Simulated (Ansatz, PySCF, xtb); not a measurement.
System: H3 (cation, charge +1), singlet: symmetric bend, bond length relaxed. Scanned: H-H-H angle. Other coordinates (H-H bond length) were minimised at PBE0/def2-TZVP.

RHF/STO-3G = restricted Hartree-Fock/STO-3G (PySCF); GFN1-xTB (xtb); RKS-B3LYP/6-31G* = PySCF 2.14.0 with restricted B3LYP/6-31G*, spherical d; FCI/cc-pVQZ = full CI/cc-pVQZ, frozen core run with Ansatz (a first-principles code).

Energies relative to the lowest point of each profile, in kcal/mol; the last columns give the difference from FCI:

| a / ° | RHF/STO-3G | GFN1-xTB | RKS-B3LYP/6-31G* | FCI/cc-pVQZ | RHF/STO-3G − FCI/cc-pVQZ | GFN1-xTB − FCI/cc-pVQZ | RKS-B3LYP/6-31G* − FCI/cc-pVQZ |
|---|---|---|---|---|---|---|---|
| 180 | 21.8 | 6.5 | 30.5 | 40.8 | -18.9 | -34.3 | -10.3 |
| 169.94 | 21.7 | 6.5 | 30.3 | 40.4 | -18.7 | -34.0 | -10.1 |
| 159.58 | 21.2 | 6.5 | 30.0 | 39.3 | -18.1 | -32.9 | -9.4 |
| 147.89 | 20.2 | 6.5 | 29.0 | 37.2 | -17.0 | -30.7 | -8.2 |
| 138.07 | 19.0 | 6.4 | 27.7 | 34.6 | -15.6 | -28.2 | -7.0 |
| 130.12 | 17.7 | 6.3 | 26.1 | 32.0 | -14.3 | -25.7 | -5.9 |
| 121.11 | 15.9 | 6.0 | 23.7 | 28.5 | -12.5 | -22.4 | -4.7 |
| 108.55 | 12.9 | 5.4 | 19.4 | 22.5 | -9.7 | -17.2 | -3.1 |
| 99.77 | 10.3 | 4.7 | 15.7 | 17.8 | -7.5 | -13.1 | -2.2 |
| 88.19 | 6.6 | 3.3 | 10.1 | 11.2 | -4.6 | -7.9 | -1.1 |
| 78.24 | 3.5 | 1.9 | 5.3 | 5.7 | -2.3 | -3.8 | -0.5 |
| 72.28 | 1.8 | 1.1 | 2.7 | 2.9 | -1.2 | -1.9 | -0.2 |
| 60 | 0.0 | 0.0 | 0.0 | 0.0 | 0.0 | 0.0 | 0.0 |

RHF/STO-3G is furthest from FCI/cc-pVQZ at 180 (-18.9 kcal/mol, below); its mean absolute difference over the points is 10.8 kcal/mol.

GFN1-xTB is furthest from FCI/cc-pVQZ at 180 (-34.3 kcal/mol, below); its mean absolute difference over the points is 19.4 kcal/mol.

RKS-B3LYP/6-31G* is furthest from FCI/cc-pVQZ at 180 (-10.3 kcal/mol, below); its mean absolute difference over the points is 4.8 kcal/mol.
